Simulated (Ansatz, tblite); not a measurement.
Forces on Sn6 at its PBE-D4/def2-SVP geometry. Total charge 0; singlet.

In the def2 sets Sn takes a core potential; there is no spin–orbit coupling. The xTB rows come from tblite. The restricted singlet is unstable towards broken spin symmetry in Hartree–Fock (as tested in another run); at PBE0-D4/def2-TZVP this wasn't settled. The structure comes from a short search, and lower isomers may exist.

GFN1-xTB (tblite), largest force 0.92 eV/Å:

```xyz
6
positions Å, forces eV/Å
Sn   -0.285    0.936    1.410    0.040   -0.129   -0.197
Sn    0.070    1.989   -1.304   -0.028   -0.772    0.506
Sn   -2.343   -0.160   -0.369    0.907    0.061    0.143
Sn    0.287   -0.934   -1.411   -0.039    0.132    0.195
Sn    2.344    0.157    0.371   -0.907   -0.062   -0.143
Sn   -0.072   -1.988    1.303    0.027    0.769   -0.504
```

GFN2-xTB (tblite), largest force 0.98 eV/Å:

```
Sn 0.164 -0.534 -0.808
Sn -0.019 -0.519 0.340
Sn 0.610 0.041 0.097
Sn -0.163 0.537 0.807
Sn -0.610 -0.042 -0.096
Sn 0.018 0.517 -0.339
```

PBE0-D4/def2-TZVP (Ansatz), largest force 0.45 eV/Å:

```
Sn 0.072 -0.238 -0.359
Sn -0.013 -0.373 0.244
Sn 0.439 0.030 0.069
Sn -0.073 0.238 0.359
Sn -0.438 -0.029 -0.069
Sn 0.013 0.373 -0.244
```
